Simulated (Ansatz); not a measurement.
Molecule: C₃H₁₀BSi (charge -1, singlet). It need not be the lowest isomer of its formula. Whether it binds its extra electron was not tested at this geometry. 
Geometry from a B3LYP-D3(BJ)/def2-TZVP (Ansatz, a quantum-chemistry and plane-wave program) optimisation:
```
B
C 1 1.6041
H 2 1.0939 1 114.06
H 2 1.1007 3 107.16 1 121.63
H 2 1.1010 3 107.52 4 113.07
C 1 1.6049 2 114.53 3 -175.80
H 6 1.0941 1 114.50 2 175.59
H 6 1.1006 7 107.03 1 -121.62
H 6 1.1008 7 107.37 8 -112.92
Si 1 1.9117 2 121.85 3 -6.56
H 10 1.5112 1 115.33 2 34.60
C 10 1.9376 11 105.94 1 -131.71
H 12 1.0943 10 112.32 11 -73.09
H 12 1.0947 13 107.13 10 119.49
H 12 1.0948 13 107.63 14 115.33
```
Charge -1, spin multiplicity 1.

Basis-set convergence of Hartree-Fock and CCSD correlation energies (hartree) with Ansatz. Valence correlation only, unless marked. No spin-orbit coupling. No relativistic terms. This anion needs diffuse functions, which these sets lack.

The Hartree-Fock reference is unstable (checked in the largest basis), which strains HF and MP2. 

```
basis        functions       E(HF)  E(corr, CCSD)
-----------  ---------  ----------  -------------
cc-pV(D+d)Z        129  -433.01712       -0.71991
cc-pV(T+d)Z        299  -433.07219       -0.85299
cc-pV(Q+d)Z        584           ?              ?
```

**Question.** Some entries are withheld; supply them.

**Answer.** 
- cc-pV(Q+d)Z, E(HF): -433.08713
- cc-pV(Q+d)Z, E(corr, CCSD): -0.89131
